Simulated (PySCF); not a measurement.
Excitation energy of Mn⁺ by level of theory

Mn⁺ [Ar] 3d5 4s1 (7S) → Mn⁺ [Ar] 3d4 4s2 (5D), as a difference of total energies. All numbers are calculated (PySCF 2.14, the non-relativistic Hamiltonian (point nucleus), in dyall-av2z (16s12p7d2f, 101 functions)). Correlated levels: valence: [Ar] frozen; virtual orbitals above 40 to 60 times the deepest correlated orbital energy dropped. The calculations carry no spin-orbit coupling.

| method | excitation energy (cm⁻¹) |
| --- | --- |
| UHF | 60409 |
| LDA | 63379 |
| PBE | 62751 |
| PBE0 | 62406 |
| r2SCAN | 66011 |
| TPSS | 62609 |
| B2PLYP | 57202 |
| wB97X-V | 58407 |
| wB97M-V | 56901 |
| MP2 (valence) | 59324 |
| SCS-MP2 (valence) | 53060 |

A first-order spin-orbit estimate (lowest level to lowest level, LS coupling) adds -0.068 eV.
